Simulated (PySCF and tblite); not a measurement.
Results of a calculation; reference values are marked as such.
System: C3H9Se (charge +1), numbered as in [CH3:1][Se+:2]([CH3:3])[CH3:4].

Motion: pyramidal inversion at Se2. GFN2-xTB gives an electronic barrier of 40.1 kcal/mol.

The ion is treated without a counter-ion. Spin–orbit effects of heavy atoms on shieldings are missing.

What does PBE0/pcSseg-1 + D3(BJ) give on B3LYP-D3(BJ)/def2-SVP geometries?

A barrier of 35.6 kcal/mol, 4.6 below the tight-binding barrier (from unrounded values) and, with GFN2-xTB thermal terms, ΔG‡(298 K) = 33.3 kcal/mol and k = 5×10⁻¹² s⁻¹ (2 equivalent paths).

And the level of the geometries itself, B3LYP-D3(BJ)/def2-SVP?

36.1 kcal/mol.

Programs: tblite and PySCF.
